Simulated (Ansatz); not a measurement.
Computed with Ansatz.

A structure relaxed at PBE0-D4/def2-TZVP, charge 0, multiplicity 1:

Cartesian coordinates in Å:
```
C 1.0950 -0.2284 2.5810
C 0.6239 -0.1301 1.4709
Al -0.1186 0.0248 -0.2796
N -0.6167 1.6149 -0.8556
N -0.2834 -1.4272 -1.2660
H 1.5101 -0.3150 3.5596
H -1.0190 1.8253 -1.7533
H -0.5296 2.4534 -0.3058
H -0.0043 -2.3420 -0.9526
H -0.6572 -1.4757 -2.1986
```

**Question.** Give its formula and SMILES.

**Answer.** C2H5AlN2, `C#[C][Al]([NH2])[NH2]`.

**Question.** Point group (tolerance 0.08 Å, 0.16 Å for H)?

**Answer.** C2v.

**Question.** Summarise the bond lengths by kind.

**Answer.** 1 × C–C 1.210 Å; 1 × C–H 1.067 Å; 1 × Al–C 1.908 Å; 2 × Al–N 1.763 Å; 4 × H–N 1.006 Å.
